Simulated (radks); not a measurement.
Values are calculated unless marked as measured or tabulated.
All-electron atom: neutral mercury in [Hg]. Code: a radial shooting solver on a logarithmic mesh with Libxc functionals. Model: scalar-relativistic Kohn-Sham, LDA (Slater exchange, VWN5 correlation), spin-polarised, spherical densities, point nucleus; hard spherical wall at 8 bohr.

Radial electron density D(r) = 4 pi r^2 rho(r):

r (bohr)  D(r) (e/bohr)
0.001545          20.49
0.002078          30.39
0.002816          44.15
0.003786          61.01
0.00513           80.43
0.006898          98.05
0.009348          109.6
0.01257           110.2
0.01703           102.4
0.0229            99.02
0.03104           114.8
0.04173           142.0
0.05655           148.5
0.07604           125.4
0.103             120.9
0.1385            140.1
0.1878            113.3
0.2524            77.85
0.3421            90.64
0.4637            75.20
0.6234            37.64
0.8449            23.85
1.136             17.29
1.539             9.047
2.07              4.059
2.805             1.569
3.771            0.4621
5.111           0.07634
6.872          0.004320

D(r) has 4 maxima, at r = 0.0110, 0.0514, 0.142, 0.368 bohr, and minima at 0.0213, 0.0914, 0.261 bohr, inside which lie 1.88, 10.99, 30.02 electrons.
